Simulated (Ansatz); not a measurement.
Born–Oppenheimer molecular dynamics of GaH4NO (7 atoms, charge 0, multiplicity 1). It starts at the highest image of a converged band. Of that band: Neighbouring images differ by up to 1.9 eV, so the band resolves the path poorly. A vibrational analysis at the climbing image gives one clearly imaginary mode, 1284i cm⁻¹: a first-order saddle point.

All numbers below come from RKS B3LYP-D4/def2-SVP in Ansatz.

```json
{
  "ensemble": "NVE (velocity Verlet)",
  "time step": "0.5 fs",
  "steps asked": "200",
  "starting velocities drawn for": "100 K",
  "seed": "8361"
}
```

First frame:

```xyz
7
Properties=species:S:1:pos:R:3
Ga -0.344 -0.219 0.630
H 1.042 -0.403 1.456
O 1.556 0.185 0.173
H 2.034 -0.458 -0.381
N -1.411 -0.167 -0.853
H -2.426 -0.216 -0.822
H -1.090 0.325 -1.684
```

(1) How far do the bonds stretch over the last three quarters of this one trajectory? (Pairs bonded in most of those frames.)

## Answers

(1) 
```json
{"bond": "Ga1–N5", "mean (Å)": "1.909", "spread (Å)": "0.038", "shortest": "1.85", "longest": "1.96"}
{"bond": "H2–O3", "mean (Å)": "1.022", "spread (Å)": "0.119", "shortest": "0.83", "longest": "1.18"}
{"bond": "O3–H4", "mean (Å)": "0.973", "spread (Å)": "0.025", "shortest": "0.93", "longest": "1.01"}
{"bond": "N5–H6", "mean (Å)": "1.024", "spread (Å)": "0.008", "shortest": "1.01", "longest": "1.04"}
{"bond": "N5–H7", "mean (Å)": "1.023", "spread (Å)": "0.009", "shortest": "1.01", "longest": "1.04"}
```

Pairs bonded in part of these frames only: Ga1–O3 5 %.

Mean temperature of the second half: 1708 K. The conserved energy stayed within 2.6 meV per atom of its start (net change 0.36 meV per atom), so the integration is sound. The kinetic energy rose, since the run started high on the potential surface and went downhill. It ends in pieces (GaH2N + H2O), so much of that is their flight and rotation, not heat. A run of 0.1 ps of so small a system gives no equilibrium averages. The orbitals stay closed-shell, which can raise the energy where a bond breaks towards radicals; this wasn't checked here.

Run time: 8.8 min on 1 thread of Intel(R) Xeon(R) Platinum 8488C (Sapphire Rapids), with other jobs on the host, peak memory 0.17 GiB.
